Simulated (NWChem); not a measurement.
System: C3H6OSi; SMILES [SiH2](C=O)C=C

Output (shortened):

```
             Northwest Computational Chemistry Package (NWChem) 7.3.0
             --------------------------------------------------------

                             Geometry "geometry" -> ""
                             -------------------------

 Output coordinates in angstroms (scale by  1.889725989 to convert to a.u.)

  No.       Tag          Charge          X              Y              Z
 ---- ---------------- ---------- -------------- -------------- --------------
    1 C                    6.0000     0.55945100    -2.39645500    -0.32436600
    2 C                    6.0000     0.52768400    -1.24075900     0.35226700
    3 Si                  14.0000    -0.85593700    -0.00056700     0.19888700
    4 C                    6.0000    -0.13988100     1.73881800    -0.26436200
    5 O                    8.0000     0.92629100     2.11741400     0.18546100
    6 H                    1.0000    -0.23362500    -2.68952800    -1.01030300
    7 H                    1.0000     1.38098100    -3.10457400    -0.22422900
    8 H                    1.0000     1.35919200    -1.00668200     1.01843800
    9 H                    1.0000    -1.57451100     0.20631700     1.48801600
   10 H                    1.0000    -1.83577600    -0.44005800    -0.83334400
   11 H                    1.0000    -0.72227600     2.41870200    -0.93696200

 Effective nuclear repulsion energy (a.u.)     198.6335643890

                              NWChem Property Module
                              ----------------------

  itol2e modified to match energy
  convergence criterion.

                                 NWChem DFT Module
                                 -----------------

 Summary of "ao basis" -> "ao basis" (spherical)
 ------------------------------------------------------------------------------
       Tag                 Description            Shells   Functions and Types
 ---------------- ------------------------------  ------  ---------------------
 C                          pcsseg-1                 7       17   3s3p1d
 Si                         pcsseg-1                10       24   4s5p1d
 O                          pcsseg-1                 7       17   3s3p1d
 H                          pcsseg-1                 3        5   2s1p

  itol2e modified to match energy
  convergence criterion.

[...]

          -----------------------------------------
          Chemical Shielding Tensors (GIAO, in ppm)
          -----------------------------------------

                                NWChem CPHF Module
                                ------------------

  scftype          =     RHF
  nclosed          =       23
  nopen            =        0
  variables        =     2277
  # of vectors     =        3
  tolerance        = 0.10D-03
  level shift      = 0.00D+00
  max iterations   =       50
  max subspace     =       30

 SCF residual:    1.1401194966334314E-004

Iterative solution of linear equations
  No. of variables     2277
  No. of equations        3
  Maximum subspace       30
        Iterations       50
       Convergence  1.0D-04

   iter   nsub   residual    time
   ----  ------  --------  ---------
     1      3    1.21D+00     161.7
     2      6    2.50D-01     177.1
     3      9    1.51D-02     191.8
     4     12    1.07D-03     206.5
     5     15    4.09D-05     222.2

      Atom:    1  C
        Diamagnetic
    252.4565     -3.6280      4.3168
     -3.6280    264.3508     10.1855
      4.3168     10.1855    251.3866

        Paramagnetic
   -286.6661     49.9280    -98.6000
     49.9280   -201.4932    -41.9209
    -98.6000    -41.9209   -169.7662

        Total Shielding Tensor
    -34.2097     46.3000    -94.2832
     46.3000     62.8575    -31.7355
    -94.2832    -31.7355     81.6204

           isotropic =      36.7561
          anisotropy =     186.1422

          Principal Components and Axis System
                 1           2           3
              160.8509    -91.2884     40.7058

      1        -0.4723      0.8778     -0.0797
      2        -0.4655     -0.1716      0.8682
      3         0.7485      0.4472      0.4897

      Atom:    2  C
        Diamagnetic
    258.9816     -8.1334      3.9657
     -8.1334    268.8375      6.6534
      3.9657      6.6534    252.4000

        Paramagnetic
   -266.9915     52.9068   -101.0419
     52.9068   -205.0265    -50.1867
   -101.0419    -50.1867   -161.6388

        Total Shielding Tensor
     -8.0099     44.7733    -97.0763
     44.7733     63.8110    -43.5333
    -97.0763    -43.5333     90.7612

           isotropic =      48.8541
          anisotropy =     199.1634

          Principal Components and Axis System
                 1           2           3
              181.6297    -69.5749     34.5076

      1        -0.4883      0.8634     -0.1269
      2        -0.4597     -0.1308      0.8784
      3         0.7418      0.4872      0.4607

      Atom:    3  Si
        Diamagnetic
    880.5149     -0.6108      0.1833
     -0.6108    884.7559     -1.0672
      0.1833     -1.0672    876.0958

        Paramagnetic
   -455.2749    -22.0178     38.8084
    -22.0178   -459.3434     10.6725
     38.8084     10.6725   -498.3331

        Total Shielding Tensor
    425.2400    -22.6286     38.9917
    -22.6286    425.4124      9.6053
     38.9917      9.6053    377.7627

           isotropic =     409.4717
          anisotropy =      69.3060

          Principal Components and Axis System
                 1           2           3
              455.6757    422.1141    350.6252

      1         0.8016      0.3153     -0.5079
      2        -0.4913      0.8315     -0.2592
      3         0.3406      0.4573      0.8215

      Atom:    4  C
        Diamagnetic
    258.2827      7.5965      7.5562
      7.5965    257.0356     -3.6740
      7.5562     -3.6740    244.5040

[...]
```

Level: PBE0/pcSseg-1, GIAO. Geometry: optimised at B3LYP/6-31G* (spherical d). The printed shielding anisotropy is the first printed principal value minus the mean of the other two.

Q: Which NWChem input produces such a log?

A: Several could match; the one computed here: the input that was run:
```
start job
memory heap 200 mb stack 900 mb global 1100 mb
geometry units angstroms noautosym nocenter noautoz
  C      0.559451    -2.396455    -0.324366
  C      0.527684    -1.240759     0.352267
  Si    -0.855937    -0.000567     0.198887
  C     -0.139881     1.738818    -0.264362
  O      0.926291     2.117414     0.185461
  H     -0.233625    -2.689528    -1.010303
  H      1.380981    -3.104574    -0.224229
  H      1.359192    -1.006682     1.018438
  H     -1.574511     0.206317     1.488016
  H     -1.835776    -0.440058    -0.833344
  H     -0.722276     2.418702    -0.936962
end
basis spherical
  * library pcsseg-1
end
dft
  xc pbe0
  iterations 150
end
property
  shielding
end
task dft property
```
